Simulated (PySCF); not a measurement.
Cartesian coordinates (Å):
```xyz
7

Cd     0.1542     0.1743    -0.0206
N      1.5183    -1.2889    -0.3091
H      1.8227    -1.7135     0.5788
H      2.3763    -0.9238    -0.7458
N     -1.4114     1.4099     0.3061
H     -2.0204     1.4899    -0.5209
H     -1.0977     2.3696     0.5087
```
Charge 0, spin multiplicity 1.

What is the computed charge on the central atom (Mulliken), LUMO, total energy, HOMO and HOMO–LUMO gap (TPSSh-D3(BJ)/def2-TZVP // PBE-D3(BJ)/def2-SVP run with PySCF)?


```
Quantity                                      Value
-------------------------------------  ------------
charge on the central atom (Mulliken)        0.73 e
LUMO                                       -1.01 eV
total energy                           -279.6534 Ha
HOMO                                       -5.94 eV
HOMO–LUMO gap                               4.93 eV
```
